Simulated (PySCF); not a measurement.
## Relaxation of doublet Ge(OH)₃

Level of theory: UPBE0 in PySCF with Ge def2-TZVP, O def2-TZVP, H def2-TZVP; no relativity; density-fitted integrals. A (50,194) grid was used.

A hand-made trigonal pyramidal (heavy-atom frame) start, of C3 symmetry, held to at least that symmetry:

Coordinates in bohr (charge 0 multiplicity 2):
```
Ge    0.0000    0.0000   -0.6797
O     3.0701    0.0000    0.9526
O    -1.5351    2.6588    0.9526
O    -1.5351   -2.6588    0.9526
H     4.0997   -1.3897    1.5001
H    -0.8464    4.2453    1.5001
H    -3.2534   -2.8556    1.5001
```

(1) What does it relax to?

(2) How much energy is released, and in how many steps?

Answers

(1) It ends at C3 with Ge–O 1.778 Å (×3), O–H 0.962 Å (×3); Ge–O–H 112.6° (×3), O–Ge–O 106.7° (×3). A frequency run shows a minimum.

(2) 62.9 kJ/mol in 18 steps.
